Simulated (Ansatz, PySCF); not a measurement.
FeCl₃, SMILES [Cl][Fe]([Cl])[Cl] (connectivity only; charge and spin as stated), neutral, multiplicity 6. Atoms are numbered in the order given.

```xyz
4

Fe     0.0000     0.0000     0.0555
Cl     1.8625    -1.0753     0.0563
Cl    -1.8625    -1.0753     0.0563
Cl     0.0000     2.1506     0.0563
```
Charge 0, spin multiplicity 6.

Geometry optimised at B3LYP-D3(BJ)/def2-SVP. The multiplicity is an assumed one; other spin states were not compared. The isomer is the one that the SMILES or the coordinates give; other isomers of the formula were not compared.

Two levels are set side by side: PBE-D3(BJ)/def2-SVP (Ansatz, a first-principles code) and B3LYP-D3(BJ)/def2-SVP (Ansatz). Each level has its own optimised geometry; the coordinates shown are those of the second. Frequencies come from the Hessian of PySCF at each geometry. Differences are taken from unrounded values.

```tsv
quantity	B3LYP-D3(BJ)	PBE-D3(BJ)	PBE-D3(BJ) minus B3LYP-D3(BJ)
mean bond length (Å)	2.151	2.152	0.001
bond Fe1–Cl2 (Å)	2.151	2.152	0.001
bond Fe1–Cl3 (Å)	2.151	2.152	0.001
bond Fe1–Cl4 (Å)	2.151	2.152	0.001
highest harmonic wavenumber (cm⁻¹)	463	445	-18
mean harmonic wavenumber (cm⁻¹)	264	251	-13
zero-point energy (kcal/mol)	2.26	2.15	-0.11
```
